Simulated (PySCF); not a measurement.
## Ge¹⁹⁺: ionisation energy

Ge¹⁹⁺ [Ne] 3s2 3p1 (2P) → Ge²⁰⁺ [Ne] 3s2 (1S), as a difference of total energies. All numbers are calculated (PySCF 2.14, the spin-free X2C one-electron Hamiltonian (Gaussian nucleus), in an uncontracted even-tempered set (18 s from 1.5 bohr⁻², ratio 2.5; 12 p from 2 bohr⁻², ratio 2.5; 5 d from 9.5 bohr⁻², ratio 2.7; 4 f from 14 bohr⁻², ratio 2.7)). Correlated levels: outer shells: 1s2 frozen; virtual orbitals above 40 to 60 times the deepest correlated orbital energy dropped. The calculations carry no spin-orbit coupling.

```tsv
method	ionisation energy (eV)
UHF	743.64
LDA	745.11
PBE	745.34
PBE0	745.19
r2SCAN	745.25
B3LYP	745.71
BP86	745.59
MP2 (outer shells)	744.18
SCS-MP2 (outer shells)	744.08
```

Problem. How much does correlation contribute at MP2 (outer shells)?

Solution. 744.18 − (743.64) = 0.54 eV, measured against UHF.

A first-order spin-orbit estimate (lowest level to lowest level, LS coupling) adds 4.364 eV.

Breit and QED terms and the two-electron picture change are absent.

For comparison: 744 ± 3 eV (semi-empirical (NIST evaluation); NIST Atomic Spectra Database, ionization energies).
